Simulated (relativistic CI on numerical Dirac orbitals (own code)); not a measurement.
# One change at a time: W27+

Base calculation: Dirac-Coulomb-Breit CI, separate exchange-only KLI orbitals for each configuration, QED by a radiative potential, unscaled Slater integrals.

CI space (outside the closed core [Ar] 3d10): 4s2 4p6 4d10 4f, 4s2 4p6 4d9 4f2, 4s2 4p6 4d10 5s, 4s2 4p6 4d10 5p, 4s2 4p5 4d10 4f2, 4s2 4p6 4d10 5d, 4s 4p6 4d10 4f2, 4s2 4p6 4d9 4f 5s, 4s2 4p6 4d10 5f, 4s2 4p6 4d9 4f 5p, 4s2 4p6 4d10 6s, 4s2 4p6 4d10 5g, 4s2 4p6 4d10 6p, 4s2 4p6 4d10 6d, 4s2 4p6 4d10 6f, 4s2 4p5 4d10 4f 5s, 4s2 4p6 4d10 7s, 4s2 4p6 4d9 4f 5f, 4s2 4p6 4d10 7p, 4s 4p6 4d10 5s2, 4s2 4p6 4d10 8s, 4s2 4p6 4d9 4f 6p. Double excitations out of closed p, d and f shells are left out; levels of such configurations are missing from the list, as are those of other unlisted configurations, and high levels can miss mixing partners.

The lowest level and the first level of each name with at least 55 % of one term (blank where a level has no safe partner in the second run):

| Level | Base (cm⁻¹) | Shift (cm⁻¹) |
| --- | --- | --- |
| 4s2 4p6 4d10 4f 2F°_5/2 | 0 | 0 |
| 4s2 4p6 4d10 4f 2F°_7/2 | 29313 | -3 |
| 4s2 4p6 4d10 5s 2S_1/2 | 1117383 | +14563 |
| 4s2 4p6 4d10 5p 2P°_1/2 | 1478711 |  |
| 4s2 4p6 4d9 4f2 4F_3/2 | 1537580 | -961 |
| 4s2 4p6 4d9 4f2 4F_5/2 | 1542400 | -1157 |
| 4s2 4p6 4d9 4f2 4K_15/2 | 1595355 | -1515 |
| 4s2 4p6 4d9 4f2 4D_3/2 | 1597008 | -1302 |
| 4s2 4p6 4d9 4f2 4K_17/2 | 1606799 | -1508 |
| 4s2 4p6 4d9 4f2 4D_1/2 | 1609485 | -1029 |
| 4s2 4p6 4d9 4f2 4H_13/2 | 1611725 | -898 |
| 4s2 4p6 4d9 4f2 2D_3/2 | 1632126 | -712 |
| 4s2 4p6 4d9 4f2 4P_1/2 | 1635915 | -187 |
| 4s2 4p6 4d9 4f2 2I_13/2 | 1643903 | -1199 |

At this charge energies of transitions that change n are usually good to better than 1 %, and those within a shell (Δn = 0) to a few per cent.

Q: One thing was changed in a second run, which moved the levels as shown. Which?
A. valence Slater integrals scaled by 0.9
B. only the first 3 configurations
C. Breit term removed
D. QED terms removed

A: B. Only the first 3 configurations. With fewer configurations the levels that remain lose their mixing partners.

LS names give the leading component of a level, which can be under half, so a name can repeat, a term be missing and a line seem to break the LS rules.
